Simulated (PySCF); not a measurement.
A structure optimised at PBE-D3(BJ)/def2-SVP, used in a PySCF frequency run:

```xyz
10

Cl    -0.1861     2.3277     0.0000
C     -0.1608     0.5835     0.0000
C     -1.2725    -0.2098     0.0000
Si    -0.5448    -1.9604     0.0000
Si     1.3548    -0.5760     0.0000
H     -2.3059     0.1794     0.0000
H     -0.8553    -2.7809    -1.2238
H     -0.8553    -2.7809     1.2238
H      2.2202    -0.4603    -1.2252
H      2.2202    -0.4603     1.2252
```
Charge 0, spin multiplicity 1.

**Question.** Write its SMILES, formula and point group.

**Answer.** ClC1=C[SiH2][SiH2]1, C2H5ClSi2, Cs

**Question.** What are its rotational constants (standard atomic weights)?

**Answer.** 4.8757, 1.5070, 1.1838 GHz
